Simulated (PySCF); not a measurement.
## Electron correlation in Kr(2+) (krypton, charge +2)

[Ar] 3d10 4s2 4p4, high-spin 3P determinant. Computed with PySCF 2.14 in cc-pVTZ-PP with ECP10MDF, with a scalar-relativistic core potential. Frozen: 3s2 3p6 3d10; 6 electrons correlated.

MP2 pair energies summed by pair of shells (mhartree):

| pair | energy | share (%) |
| --- | --- | --- |
| 4s-4p | -50.40 | 46.3 |
| 4p-4p | -50.31 | 46.2 |
| 4s-4s | -8.26 | 7.6 |

Total MP2 correlation energy: -108.96 mhartree.

Same-spin part -24.52 and opposite-spin part -84.44 mhartree; SCS-MP2 scales them by 1/3 and 6/5 to -109.51 mhartree.

```
  level  correlation energy (mhartree)
   CCSD                        -128.66
    (T)                          -2.99
CCSD(T)                        -131.65
```

Diagnostics: T1 = 0.0063, D1 = 0.0203, largest double amplitude 0.047.

Is a single reference adequate?

Yes, within this model without spin-orbit coupling: T1 lies below 0.03 and no double amplitude reaches 0.07.
